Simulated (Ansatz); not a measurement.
`[CH3][Cd][Br]` + HBr → `[Br][Cd][Br]` + CH₄ at 298.15 K and 1 bar (ligand exchange at a Cd–C bond).

Isolated molecules relaxed with PBE0-D4/def2-TZVP in Ansatz; ΔE leaves out vibrations. CCSD(T)/CBS adds triple-zeta CCSD(T) − MP2 to the extrapolated MP2 energy (def2 sets, frozen cores). This one scheme is used for every species. Elements past krypton have def2 core potentials. For Br, Cd outer-core shells are correlated without core-valence functions, which leaves a few kJ/mol of doubt a bond. Scalar relativity is left out up to krypton.

| species | CCSD(T)/CBS energy (Eh) | H − E (kJ/mol) | S (J/(mol·K)) |
| --- | --- | --- | --- |
| `[CH3][Cd][Br]` | -2780.94166 | 111.3 | 311.8 |
| HBr | -2573.91920 | 24.6 | 198.6 |
| `[Br][Cd][Br]` | -5314.45893 | 19.3 | 309.5 |
| CH₄ | -40.46206 | 127.4 | 186.2 |

H − E and S are ideal-gas, rigid-rotor, harmonic terms from PBE0-D4/def2-TZVP. 1 Eh = 2625.50 kJ/mol, R = 8.31446 J/(mol·K).

Q: By hand: ΔE, ΔH, ΔS and ΔG.

A: ΔE = (-5314.45893) + (-40.46206) − (-2780.94166) − (-2573.91920) = -0.06013 Eh = -157.9 kJ/mol. Δ(H − E) = 19.3 + 127.4 − 111.3 − 24.6 = 10.8, so ΔH = -147.1 kJ/mol. ΔS = 309.5 + 186.2 − 311.8 − 198.6 = -14.7 J/(mol·K). ΔG = -147.1 − 298.15 × (-14.7)/1000 = -142.7 kJ/mol.

Q: By hand: the equilibrium constant, and the temperature at which ΔG would vanish if ΔH and ΔS stayed fixed.

A: log₁₀ K = −ΔG/(RT ln 10) = 25.0. ΔG = 0 at ΔH/ΔS = 10007 K, far beyond where these terms or the molecules hold.

The number of gas molecules stays the same, so ΔS is small and ΔH decides. A doubt of 5 kJ/mol in ΔE shifts log₁₀ K by 0.9 here. These are equilibria of isolated gas molecules and say nothing of rates. Largest T1 diagnostic: 0.011 (customary marks: 0.02 for closed shells, 0.045 for open ones).
